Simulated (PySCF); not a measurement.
Electron correlation in Al²⁺ (aluminium, charge +2)

[Ne] 3d1, 2D determinant (an excited configuration). Calculation: PySCF 2.14, in aug-cc-pCVTZ-DK with one added diffuse shell each of s, p, d, f type (9s8p6d4f, 91 functions); the spin-free X2C one-electron Hamiltonian (Gaussian nucleus). Frozen: 1s2; 9 electrons correlated.

| level | correlation energy (mhartree) |
| --- | --- |
| CCSD | -272.62 |
| (T) | -1.83 |
| CCSD(T) | -274.45 |

Diagnostics: T1 = 0.0024, D1 = 0.0079, largest double amplitude 0.013.

Task: Is a single reference adequate?

Result: Yes: T1 lies below 0.03 and no double amplitude reaches 0.07.
